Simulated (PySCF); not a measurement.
Zn (zinc, neutral) across methods

[Ar] 3d10 4s2, closed-shell 1S. Calculation: PySCF 2.14, in x2c-QZVPPall (11s7p6d4f2g, 108 functions); scalar relativity by spin-free X2C-1e.

```csv
method,E (hartree),mean ε 3p (eV),mean ε 3d (eV),mean ε 4s (eV),Σ⟨r²⟩ (bohr²),⟨S²⟩
LDA,-1792.987,-83.198,-10.442,-6.213,32.71,0.000
PBE,-1795.726,-83.342,-10.153,-5.975,33.04,0.000
r2SCAN,-1795.939,-86.005,-10.470,-6.216,32.74,0.000
PBE0,-1795.715,-89.038,-12.908,-6.698,33.06,0.000
TPSS,-1795.977,-84.046,-10.111,-5.943,32.91,0.000
MN15,-1797.201,-87.297,-14.428,-7.519,33.52,0.000
UHF,-1794.31432,-105.47,-20.716,-8.124,34.39,0.000
```

(1) Estimate the same row for revPBE.

## Answers

(1) E (hartree) = -1795.882; mean ε 3p (eV) = -83.324; mean ε 3d (eV) = -10.088; mean ε 4s (eV) = -5.894; Σ⟨r²⟩ (bohr²) = 33.12; ⟨S²⟩ = 0.000.
